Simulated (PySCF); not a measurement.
B3FH5N3.
SMILES: `FB1NBNBN1`

Jobs on this species (12 atoms, 50 electrons) with PySCF (density fitting). Hardware of each: one thread, Arm Neoverse N1 (aarch64), no GPU (shared host). The host was shared with other jobs, so the times are rough. Peak memory is the resident size of the whole Python process, interpreter and libraries included.

| level and settings | work | basis functions | SCF cycles | wall time | peak memory |
| --- | --- | --- | --- | --- | --- |
| delta-SCF UKS PBE0, pcX-2 on the ionised atom, pcseg-1 elsewhere, spin-free X2C | ΔSCF core ionisation, 5 holes | 154 | ? | ? | ? |
| delta-SCF UKS B3LYP, pcX-2 on the ionised atom, pcseg-1 elsewhere, spin-free X2C | ΔSCF core ionisation, 5 holes | 154 | ? | ? | ? |
| delta-SCF UKS SCAN, pcX-2 on the ionised atom, pcseg-1 elsewhere, spin-free X2C | ΔSCF core ionisation, 5 holes | 154 | ? | ? | ? |
| delta-SCF UKS SCAN, def2-TZVP on the ionised atom, pcseg-1 elsewhere, spin-free X2C | ΔSCF core ionisation, 5 holes | 140 | 83 | 49 s | 0.49 GiB |
| delta-SCF UKS PBE, pcX-2 on the ionised atom, pcseg-1 elsewhere, spin-free X2C | ΔSCF core ionisation, 5 holes | 154 | 82 | 32 s | 0.54 GiB |
| PBE0-D3(BJ)/def2-SVP, grid level 1 | geometry optimisation from a GFN2-xTB start shaken at random | 123 | 43 | 55 s | 0.52 GiB |
| delta-SCF UKS SCAN, pcX-2 on the ionised atom, pcseg-1 elsewhere, non-relativistic | ΔSCF core ionisation, 5 holes | 154 | 84 | 51 s | 0.56 GiB |
| delta-SCF UKS SCAN, pcX-1 on the ionised atom, pcseg-1 elsewhere, spin-free X2C | ΔSCF core ionisation, 5 holes | 133 | 84 | 43 s | 0.53 GiB |
| delta-SCF UKS HF, pcX-2 on the ionised atom, pcseg-1 elsewhere, spin-free X2C | ΔSCF core ionisation, 5 holes | 154 | 72 | 34 s | 0.62 GiB |

**Question.** Fill in the missing figures.

**Answer.** 
- delta-SCF UKS PBE0, pcX-2 on the ionised atom, pcseg-1 elsewhere, spin-free X2C; ΔSCF core ionisation, 5 holes: 58 s, 0.60 GiB, 74 SCF cycles
- delta-SCF UKS B3LYP, pcX-2 on the ionised atom, pcseg-1 elsewhere, spin-free X2C; ΔSCF core ionisation, 5 holes: 59 s, 0.60 GiB, 75 SCF cycles
- delta-SCF UKS SCAN, pcX-2 on the ionised atom, pcseg-1 elsewhere, spin-free X2C; ΔSCF core ionisation, 5 holes: 51 s, 0.54 GiB, 84 SCF cycles

**Question.** What do all jobs in the table cost together?

**Answer.** About 7.2 min; the longest takes about 14 % of that, and about 1.8 times as long as the shortest.
